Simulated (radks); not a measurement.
Tm36+, configuration [Ar] 3d10 4s2 4p3 (the NIST ground configuration). Method: Dirac Kohn-Sham, exchange-only PBE, spin-unpolarised, spherical densities, finite nucleus; open shells fill j = l - 1/2 first; Fermi nuclear charge, rms radius 5.2256 fm; computed with a radial shooting solver on a logarithmic mesh with Libxc functionals.

Radial electron density D(r) = 4 pi r^2 rho(r):

```
   r/bohr * D(r) (the largest magnitude, 122, reaches the edge; | marks zero)
 0.001329 |   *
  0.00169 |     *
 0.002165 |       *
 0.002753 |           *
   0.0035 |               *
 0.004449 |                    *
 0.005656 |                          *
  0.00719 |                                *
  0.00914 |                                      *
  0.01162 |                                         *
  0.01489 |                                          *
  0.01893 |                                        *
  0.02406 |                                     *
  0.03059 |                                      *
  0.03889 |                                           *
  0.04943 |                                                   *
  0.06284 |                                                      *
  0.07989 |                                                *
   0.1024 |                                        *
   0.1301 |                                         *
   0.1654 |                                              *
   0.2103 |                                         *
   0.2674 |                        *
   0.3399 |            *
   0.4321 |        *
   0.5493 |    *
   0.7039 |*
   0.8948 *
    1.138 *
```

D(r) has 3 maxima, at r = 0.0137, 0.0609, 0.172 bohr, and minima at 0.0269, 0.114 bohr, inside which lie 2.03, 11.09 electrons.
